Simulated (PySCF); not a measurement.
# Lu²⁺ (lutetium, charge +2) across methods

[Xe] 4f14 5d1, 2D determinant (an excited configuration). Computed with PySCF 2.14 in ANO-RCC-VTZP, with scalar relativity by spin-free X2C-1e.

```
method   E (hartree)  mean ε 4f α (eV)  mean ε 4f β (eV)  mean ε 5d α (eV)  Σ⟨r²⟩ (bohr²)   ⟨S²⟩
  PW91     -14563.82           -24.559           -24.472           -15.742          39.26  0.750
r2SCAN     -14562.36           -24.313           -24.217           -15.921          38.90  0.751
 B3LYP     -14562.56           -27.102           -27.020           -16.584          39.18  0.751
   PBE     -14562.29           -24.465           -24.379           -15.689          39.28  0.750
   UHF  -14557.15768           -36.757           -36.721           -19.314          38.67  0.752
   LDA     -14552.59           -24.851           -24.759           -15.703          39.26  0.750
```

(1) Estimate the same row for PBE0.

Spin-orbit coupling, absent here, splits the open shell strongly.

## Answers

(1) E (hartree) = -14562.03; mean ε 4f α (eV) = -27.707; mean ε 4f β (eV) = -27.626; mean ε 5d α (eV) = -16.753; Σ⟨r²⟩ (bohr²) = 38.96; ⟨S²⟩ = 0.751.
